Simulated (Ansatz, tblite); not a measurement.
Cost and result up the ladder for the cluster Rb2Cl (3 atoms). Total charge 0; doublet. Geometry: PBE-D4/def2-TZVP.

Cartesian coordinates in Å:
```
Rb 0.629 -2.110 0.754
Rb -1.761 1.496 -0.276
Cl 1.132 0.614 -0.477
```

Ansatz on 4 threads of AMD EPYC 9B45 on a shared host; xTB runs through tblite on one thread. Times are rough, summed over both states, and most runs start from the orbitals of an earlier one. CCSD(T)/def2-TZVPP serves as the yardstick here, not as an exact answer. The other state is a singlet.

In the def2 sets Rb takes a core potential; there is no spin–orbit coupling. The xTB rows come from tblite. Correlated methods freeze 5 core orbitals; core or outer-core shells of Rb are correlated, in sets that lack core-valence functions. The structure comes from a short search, and lower isomers may exist.

Correlated methods converge slowly with the basis.

Raw xTB energies of ions are shifted by several eV, and xTB has no spin-polarisation term.

```csv
level,functions,wall time
GFN1-xTB,17,0.003 s
GFN2-xTB,17,0.004 s
PBE-D4/def2-TZVP,103,1.1 s
r2SCAN-D4/def2-TZVP (with forces),103,2 s
PBE0-D4/def2-TZVP,103,2.4 s
CCSD(T)/def2-TZVPP,122,5.6 s
```

Question: Estimate what each level gives for the vertical IE (eV).

Answer: 
```json
{"level": "GFN1-xTB", "vertical IE (eV)": "11.01", "difference from CCSD(T)/def2-TZVPP (eV)": "7.40"}
{"level": "GFN2-xTB", "vertical IE (eV)": "9.83", "difference from CCSD(T)/def2-TZVPP (eV)": "6.22"}
{"level": "PBE-D4/def2-TZVP", "vertical IE (eV)": "3.88", "difference from CCSD(T)/def2-TZVPP (eV)": "0.27"}
{"level": "r2SCAN-D4/def2-TZVP (with forces)", "vertical IE (eV)": "3.68", "difference from CCSD(T)/def2-TZVPP (eV)": "0.07"}
{"level": "PBE0-D4/def2-TZVP", "vertical IE (eV)": "3.79", "difference from CCSD(T)/def2-TZVPP (eV)": "0.18"}
{"level": "CCSD(T)/def2-TZVPP", "vertical IE (eV)": "3.61", "difference from CCSD(T)/def2-TZVPP (eV)": "0.00"}
```
